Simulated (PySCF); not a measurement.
Isomers of C9H9F, one GFN2-xTB conformer each. Single-point energies are computed at PBE0/pcSseg-1 (PySCF, gas phase, no added dispersion term), electronic only.

Problem. Rank them by PBE0/pcSseg-1 energy, lowest first (kcal/mol).
A. `[CH2:1]=[C:2]([F:3])[C:4](=[CH2:5])[C:6]#[C:7][CH:8]1[CH2:9][CH2:10]1` with C1–C2–C4–C5 180°
B. `CC#CC1=CC=C[C@]1(C)F`
C. `[CH2:1]=[CH:2][C:3]([F:4])([C:5]#[C:6][CH3:7])[C:8]#[C:9][CH3:10]` with C1–C2–C3–F4 2°

Solution. B (0.0), A (24.6), C (45.0).

GFN2-xTB itself gives, in the same order: 0.0, 26.1, 42.1. Both levels put the same isomer lowest; measured from each level's own lowest isomer, the values differ by up to 2.9 kcal/mol (C=CC(F)(C#CC)C#CC: 42.1 against 45.0).

Problem. Which frontier levels, dipoles and rotational constants go with these structures?

Solution. 
```tsv
SMILES	HOMO (eV, PBE0/pcSseg-1)	LUMO (eV)	dipole (D)	A, B, C (MHz)
CC#CC1=CC=C[C@]1(C)F	-6.13	-1.66	1.90	2422, 870.9, 736.6
C=C(F)C(=C)C#CC1CC1	-6.63	-1.31	2.54	3087, 597.9, 521.3
C=CC(F)(C#CC)C#CC	-7.31	0.06	2.59	1329, 897.8, 620.7
```
